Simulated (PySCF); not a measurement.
# Polarisability and C₆ of Xe+ (xenon, charge +1)

[Kr] 4d10 5s2 5p4 6s1, high-spin 4P determinant (an excited configuration). All numbers are calculated (PySCF 2.14, scalar relativity by spin-free X2C-1e, in x2c-QZVPPall with one added diffuse shell each of s, p, d, f type (14s10p8d5f1g, 128 functions)). Coupled (time-dependent) response in atomic units; α is the mean over directions.

```
method  mean α (bohr³)         α xx, yy, zz  C₆ (like pair)  S(−4)
  BP86           132.5  152.3, 93.10, 152.2            1472  14090
```

S(−4) is the Cauchy moment in α(ω) = α(0) + S(−4) ω² + …

Spin-orbit coupling is absent.

α(iu) at BP86:

```csv
u (hartree),α(iu) (bohr³)
0,132.5
0.0500,105.3
0.100,67.94
0.200,33.39
0.300,21.61
0.500,12.69
0.750,8.045
1.00,5.626
1.50,3.279
2.00,2.213
3.00,1.264
5.00,0.6030
```

A single London oscillator, α(iu) = α/(1 + u²/ω²), gives C₆ = (3/4) ω α². Matching the computed C₆ needs ω = 4 × 1472 / (3 × 132.5²) = 0.112 hartree.

For an ion, C₆ is the dispersion term alone; charge-induced terms of lower order in 1/R come first.

The components differ because the open shell of this determinant is not spherical; for a pure term their mean is the scalar polarisability.

The outer electron is Rydberg-like, and this basis confines it to a smaller radius and binds it less than a complete one would.
